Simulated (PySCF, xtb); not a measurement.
CH3Si, SMILES [SiH2]=[CH], multiplicity 2.

Coordinates come from a ωB97X-D3(BJ)/def2-TZVP optimisation. The isomer is the one that the SMILES or the coordinates give; other isomers of the formula were not compared.

The numbers are results of IEF-PCM-ωB97X/def2-TZVPD run with PySCF, not measurements.

The values are the electrostatic part of the solvation free energy, E(continuum) − E(gas) at the gas-phase geometry, in a cavity of scaled van der Waals radii (PySCF's table); cavitation and dispersion terms are not included. The dipole moment in vacuum is 0.88 D.

**Question.** Estimate the values in water (ε = 78.36), methanol (ε = 32.61), tetrahydrofuran (ε = 7.43). (An estimate is asked for; the answer gives what the named calculation found.)

**Answer.** 
```csv
solvent,ε,ΔG(elec) (kcal/mol),dipole (D)
water,78.36,-2.0,1.36
methanol,32.61,-1.9,1.35
tetrahydrofuran,7.43,-1.5,1.25
```

For comparison, GFN2-xTB/ALPB(water) (xtb, at the GFN2-xTB geometry, all terms of that model) gives 1.2 kcal/mol.
